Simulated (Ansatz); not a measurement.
Job for Ansatz (a first-principles code): R-B3LYP-D3(BJ)/def2-TZVP on BrHSi (SMILES [SiH]Br).

Ansatz 0.2 input:
```yaml
crystal:
  periodic: [false, false, false]
  atoms:
    - {symbol: Si, position_ang: [-0.11847540, -0.20742509, 0.83011724]}
    - {symbol: H, position_ang: [-1.10921184, -0.67489342, -0.20933293]}
    - {symbol: Br, position_ang: [1.21110287, 0.90600430, -0.65584413]}
basis:
  gaussian:
    orbitals: def2-TZVP
hamiltonian:
  xc: b3lyp
  dispersion: d3bj
relax: {f_tol: 0.003, max_steps: 120}
```

Q: What total energy does the run end on?

A: -2864.2991 hartree.

Q: How many basis functions does it have, and what does it roughly cost on one machine?

A: 91 functions; around 9 core-seconds (rough).
